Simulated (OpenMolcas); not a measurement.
# Ti3+: effect of the metal basis

Ti3+ with its 6 nearest oxide ions at 2.069 Å, on the Mg site of MgO (a = 4.2112 Å, distance in the model lattice 2.106 Å). The rest of the host is ab initio model potentials to 7.6 Å and point charges beyond; the distance is set by hand and nothing relaxes, and no local charge compensation is placed.

```json
{
 "Program": "OpenMolcas 26.06",
 "Method": "CASSCF",
 "Spin-orbit coupling": "RASSI with atomic mean-field integrals over the reference wave functions"
}
```

Fixed: ligand basis ANO-RCC-VDZP, active space 1 electron in 5 orbitals (3d), DKH2 Hamiltonian.

States (labels of O, the rotations of Oh). Energies in cm-1 above the lowest state or level, χT in cm3 K/mol; under a threefold ground state the first gap can be a small split of the lowest multiplet, not the spin-orbit step; 10Dq is the gap between the two states.

```tsv
Run	Metal basis	Ground state	First state of that spin	10Dq	First gap with spin-orbit (degeneracies)	χT at 300 K	Cost
A	ANO-RCC-VDZP	2T2	2E 19861	19861	199.3 (4, 2)	0.451	roughly 7 core-seconds
B	ANO-RCC-VTZP	2T2	2E 19269	19269	198.9 (4, 2)	0.450	roughly 11 core-seconds
```

Against A, |10Dq| changes by -3.0 % in B.

Costs are those of the RASSCF and RASSI steps.

An orbital triplet at a regular site is open to Jahn-Teller coupling, which can distort the site and quench the lowest spin-orbit gaps and is left out. Ligand-to-metal charge-transfer states are missing. With metal d orbitals alone and no dynamic correlation 10Dq can be off by a tenth to a fifth, either way, in oxide and fluoride hosts. No measured value stands beside these numbers; the geometry was set by hand and not optimised.
